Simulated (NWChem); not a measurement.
Total energies of selenium dioxide (O$_{2}$Se)

```
Se
O 1 1.6029
O 1 1.6029 2 115.06
```
Charge 0, spin multiplicity 1.

All runs are NWChem calculations. Structure: optimised with PBE0/def2-SVP, a minimum by its harmonic frequencies.

Basis set: def2-TZVP (110 functions).

```tsv
method	total energy (Ha)	relative cost
RHF	-2549.52914	1
MP2	-2550.30606	3
B2PLYP	-2551.54430	3
PBE	-2551.51284	under 3
B3LYP	-2552.03573	under 3
BHandHLYP	-2551.89460	under 3
```

Total energies of different functionals aren't comparable as a measure of quality: only differences taken within one method are. The cost column gives rough processor time relative to RHF; each entry includes its own SCF.

The Hamiltonian is non-relativistic. The correlated methods keep 11 core orbitals frozen. B3LYP has NWChem's definition, with VWN1-RPA local correlation.
